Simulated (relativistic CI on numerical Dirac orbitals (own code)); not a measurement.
# The 46-electron sequence from Pd to Pm15+

Method of calculation: Dirac-Coulomb-Breit CI, orbitals from a KLI potential per configuration, a model potential for QED, valence Slater integrals scaled by 0.9, P86 correlation energy added to each configuration (own radial code, finite nucleus).

Configuration list (outside the closed core [Ar] 3d10 4s2): 4p6.4d10, 4p6.4d9.4f, 4p6.4d9.5s, 4p6.4d9.5p, 4p5.4d10.4f, 4p6.4d8.5s2, 4p6.4d8.4f.5s. Levels of other configurations are missing.

Energies above each ion's lowest level, in eV. Levels are followed by their leading LS label, which can pass from one level to another where the coupling changes.

| Ion | 4p6.4d10 1S_0 | 4p6.4d9.5s 3D_3 | 4p6.4d9.5s 3D_2 | 4p6.4d9.5s 3D_1 | 4p6.4d9.5s 1D_2 |
| --- | --- | --- | --- | --- | --- |
| Pd | 0 | 0.52373 | 0.69261 | 0.94243 | 1.2485 |
| Ag+ | 0 | 4.9593 | 5.1736 | 5.5042 | 5.8917 |
| Cd2+ | 0 | 10.362 | 10.616 | 11.053 | 11.465 |
| In3+ | 0 | 16.57 | 16.859 | 17.427 | 17.847 |
| Sn4+ | 0 | 23.497 | 23.819 | 24.54 | 24.964 |
| Sb5+ | 0 | 31.094 | 31.446 | 32.346 | 32.772 |
| Te6+ | 0 | 39.326 | 39.708 | 40.811 | 41.239 |
| I7+ | 0 | 48.171 | 48.579 | 49.912 | 50.344 |
| Xe8+ | 0 | 57.608 | 58.043 | 59.633 | 60.069 |
| Cs9+ | 0 | 67.624 | 68.084 | 69.961 | 70.402 |
| Ba10+ | 0 | 78.205 | 78.69 | 80.885 | 81.332 |
| La11+ | 0 | 89.342 | 89.85 | 92.396 | 92.85 |
| Ce12+ | 0 | 101.02 | 101.56 | 104.49 | 104.95 |
| Pr13+ | 0 | 113.24 | 113.8 | 117.15 | 117.61 |
| Nd14+ | 0 | 125.98 | 126.56 | 130.37 | 130.85 |
| Pm15+ | 0 | 139.25 | 139.85 | 144.15 | 144.64 |

The lowest level keeps the configuration 4p6.4d10 and J = 0 throughout.

Between Z = 58 and 61 the energy of 4p6.4d9.5s 3D_3 follows a local power law Z^6.4. For orientation: electrostatic splittings inside a shell grow about linearly with the screened charge, excitations that change n as its square, and fine structure as its fourth power; written in Z itself the exponents are larger, since the screened charge grows faster in proportion.

The members near neutrality are the least accurate: they can be off by several eV, miss lower levels of configurations outside the list, or start from a wrong lowest level.
